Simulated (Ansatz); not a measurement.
Reaction (formal exchange of groups at a C–Ga bond): `O=[CH][GaH2]` + `[CH]1=[N][AlH]1` → `O=C[C]1=[N][AlH]1` + `[GaH3]`

Isolated molecules relaxed with PBE0-D4/def2-TZVP in Ansatz; ΔE leaves out vibrations. CCSD(T)/CBS is the MP2 limit (def2-TZVPP, def2-QZVPP) plus CCSD(T) − MP2 in def2-TZVPP, frozen cores. DFT in def2-TZVPP. HSE06 is defined as in plane-wave codes. For Ga outer-core shells are correlated without core-valence functions, which leaves a few kJ/mol of doubt a bond. Scalar relativity is left out up to krypton. One conformer a species, not always the lowest.

(1) Is it downhill or uphill in electronic energy at CCSD(T)/CBS, and by how much? (Best estimate.)

(2) What do these levels give: LDA (SPW92), revPBE-D4, BLYP-D4, r2SCAN-D4, PBE0-D4, CAM-B3LYP-D4, revPBE, BLYP, HSE06, CCSD/def2-SVP, CCSD(T)/def2-SVP, SCS-MP2/def2-TZVPP? (Best estimate.)

Largest T1 diagnostic among the species: 0.019.

## Answers

(1) Computed: Downhill: ΔE = -28.6 kJ/mol.

(2) Ansatz gave: LDA (SPW92) -33.1, revPBE-D4 -26.6, BLYP-D4 -24.3, r2SCAN-D4 -29.5, PBE0-D4 -32.8, CAM-B3LYP-D4 -35.1, revPBE -21.9, BLYP -21.8, HSE06 -31.5, CCSD/def2-SVP -41.4, CCSD(T)/def2-SVP -41.3, SCS-MP2/def2-TZVPP -33.5 kJ/mol.

From BLYP to BHLYP (50 % exact exchange), in def2-TZVPP and without D4, ΔE moves by −14.7 kJ/mol. At CCSD(T), def2-SVP lies −12.7 kJ/mol from the extrapolated value and def2-TZVPP −2.7 kJ/mol.
